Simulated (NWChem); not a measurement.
System: C3H5FO; SMILES C1OCC1F

The following NWChem deck was run.

```
start job
memory heap 200 mb stack 900 mb global 1100 mb
geometry units angstroms noautoz
  F      0.272365     1.711255     0.000000
  C     -0.444208     0.551929     0.000000
  C     -0.011224    -0.494294     1.025172
  O      0.210285    -1.459270     0.000000
  C     -0.011224    -0.494294    -1.025172
  H     -1.516458     0.804384     0.000000
  H     -0.762646    -0.822901     1.762925
  H      0.915090    -0.199771     1.551765
  H      0.915090    -0.199771    -1.551765
  H     -0.762646    -0.822901    -1.762925
end
basis spherical
  * library 6-31+g*
end
dft
  xc xcamb88 1.00 lyp 0.81 vwn_5 0.19 hfexch 1.00
  cam 0.33 cam_alpha 0.19 cam_beta 0.46
  iterations 150
  vectors input atomic output neutral.movecs
end
task dft energy
charge 1
dft
  odft
  mult 2
  vectors input atomic output cation.movecs
end
task dft energy
charge -1
dft
  odft
  mult 2
  vectors input atomic output anion.movecs
end
task dft energy
```

The geometry was optimised at PBE0/def2-SVP.

Ions are spin-unrestricted doublets at the neutral geometry; other ion states weren't tried.

Q: Predict the main results of this run. (CAM-B3LYP/6-31+G* (spherical d), vertical spin-unrestricted ions.) Quantities: vertical ionisation energy, ΔSCF (eV); −ε(HOMO) (eV).

A: 
| Property | Result |
|---|---|
| vertical ionisation energy, ΔSCF (eV) | 10.19 |
| −ε(HOMO) (eV) | 9.09 |
